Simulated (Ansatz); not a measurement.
Reactions of C₃H₄FN, SMILES `C=NC(=C)F`.

Isolated molecules relaxed with PBE0-D4/def2-TZVP in Ansatz; ΔE leaves out vibrations. CCSD(T)/CBS adds triple-zeta CCSD(T) − MP2 to the extrapolated MP2 energy (def2 sets, frozen cores). This one scheme is used for every species, atoms too. No spin–orbit coupling; open shells (•) take unrestricted orbitals. Spin–orbit coupling would lower the free atoms: a little for C, F. def2 core potentials past Kr. Bonds to I are less sure, by a few kJ/mol each and by 10 to 20 or more in all where they break to atoms, as the def2 sets lack core-valence functions. Each species was taken in one conformer, which may not be the lowest.

Task: Order these by ΔE at CCSD(T)/CBS, lowest first. (Best estimate.)
A. `C=NC(=C)F` + H₂ → `C=CN=C` + H–F
B. `C=NC(=C)F` → 3 C• + F• + 4 H• + N•
C. `C=NC(=C)F` + HI → `C=C(F)I` + `C=N`
D. `C=NC(=C)F` + CH₄ → `C=NC(=C)C` + H–F
E. `C=NC(=C)F` → `NC1(F)C=C1`
F. `C=NC(=C)F` + CH₃SH → `C=C(F)CS` + `C=N`

Result: A (-0.86 eV), D (-0.28 eV), F (+0.06 eV), C (+0.41 eV), E (+1.07 eV), B (+38.73 eV).

Largest T1 diagnostic: 0.013, for `C=NC(=C)F`.
